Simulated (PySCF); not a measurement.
**C7H9N2: g tensor and hyperfine couplings**

Species: C₇H₉N₂ (doublet state).
Cartesian coordinates in Å at the GFN2-xTB level; atoms count from 1:
```xyz
18
C7H9N2 angstrom
N     -0.3284    1.9776   -0.6043
C      0.3265    0.8716   -0.3740
C      1.6056    0.5620   -0.9454
C      2.1938   -0.6573   -0.7591
C      1.5650   -1.6281    0.0238
C      0.3417   -1.3516    0.6219
C     -0.2772   -0.1302    0.4710
C     -1.5876    0.1728    1.1432
N     -2.6551    0.4312    0.1898
H      0.1943    2.6492   -1.1624
H      2.0748    1.3120   -1.5682
H      3.1486   -0.8752   -1.2156
H      2.0363   -2.5871    0.1769
H     -0.1254   -2.1026    1.2442
H     -1.8842   -0.6701    1.7745
H     -1.4879    1.0631    1.7694
H     -2.7092   -0.3215   -0.4895
H     -2.4403    1.2905   -0.3080
```

The hyperfine couplings belong to this conformer and change with its torsions.

The species is `[NH]c1ccccc1CN` [radical].

Method: PySCF, UKS B3LYP, pcH-1 on C H N, non-relativistic, mean-field spin-orbit, GIAO. Isolated species at its GFN2-xTB geometry (one conformer only). The geometry wasn't refined by DFT: couplings that depend on bond lengths, twists or pyramidal angles can differ widely from those at the functional's own minimum. No stability test was run, so a lower SCF solution isn't excluded. ⟨S²⟩ is 0.785 where a pure state has 0.75.

```
g1, g2, g3        : 2.00246, 2.00312, 2.00482
g_iso             : 2.00347
Form of g         : rhombic: the two nearest values differ by 28 % of g3 − g1
⟨S²⟩              : 0.7852 (exact 0.7500)
α and β electrons : 33, 32
Total energy      : -381.64650 Eh
```

Isotropic coupling and dipolar principal values T1 to T3, in MHz:

```
atom  isotope  a_iso     T1     T2    T3  Mulliken spin population
  N1      14N   18.9  -25.2  -24.7  49.9                      0.55
  C2      13C  -38.9  -19.2    6.5  12.7                     -0.16
  C3      13C   24.8  -21.7  -20.9  42.6                      0.29
  C4      13C  -24.1  -17.2    7.7   9.5                     -0.15
  C5      13C   30.5  -27.5  -25.6  53.1                      0.35
  C6      13C  -25.1  -18.2    8.1  10.1                     -0.16
  C7      13C   26.8  -22.9  -22.5  45.3                      0.30
  C8      13C   -9.4   -0.4   -0.2   0.7                     -0.02
  N9      14N    0.0   -1.5   -1.3   2.8                      0.02
 H10       1H  -35.6  -28.7   -6.1  34.8                     -0.02
 H11       1H  -18.1   -8.4   -2.1  10.5                     -0.01
 H12       1H    7.3   -2.7   -0.9   3.6                      0.01
 H13       1H  -22.5  -13.4   -0.4  13.8                     -0.02
 H14       1H    7.6   -2.8   -1.0   3.8                      0.01
 H15       1H    0.6   -1.8   -1.5   3.3                      0.00
 H16       1H   14.7   -2.7   -1.2   3.9                      0.01
 H17       1H   -1.7   -2.5   -1.0   3.5                      0.00
 H18       1H   -1.4   -4.9   -1.7   6.6                      0.00
```

The Mulliken spin populations are largest on N1 (+0.55), C5 (+0.35), C7 (+0.30) and C3 (+0.29). Four atoms exceed +0.15. The positive populations add up to 1.53 and the negative ones to -0.53, together 2S = 1.

N1, the radical centre as drawn in `[NH]c1ccccc1CN`, holds a spin population of +0.55 out of 1.

Axes: g2 points within 9° of the C5–C6 bond.

Under fast tumbling the dipolar parts average out, and these isotropic splittings remain (the largest six): 1 × 1H (H10, I = 1/2, 2 lines) with 1.27 mT, 1 × 1H (H13, I = 1/2, 2 lines) with 0.80 mT, 1 × 14N (N1, I = 1, 3 lines) with 0.67 mT, 1 × 1H (H11, I = 1/2, 2 lines) with 0.65 mT, 2 × 1H (H15/H16, I = 1/2, 3 lines) with 0.27 mT and 1 × 1H (H14, I = 1/2, 2 lines) with 0.27 mT.

Nuclei that the bonding pattern makes equivalent are averaged, as if the motion that swaps them (rotation, inversion, ring flip) were fast. The 1H value of +7.7 MHz is a mean of couplings from 0.6 to 14.7 MHz in this one geometry, not an average over conformers.

The 13C coupling of C2 (-38.9 MHz) shows only in satellite lines or after enrichment, since that isotope makes up about 1.07 % of natural carbon.

Hardware: one thread of an Intel Xeon at 2.50 GHz, shared host with 64 logical CPUs at a one-minute load of 62. Cost: 4.2 min wall (with the writing of density and orbital grids), 1.1 GiB resident at most.
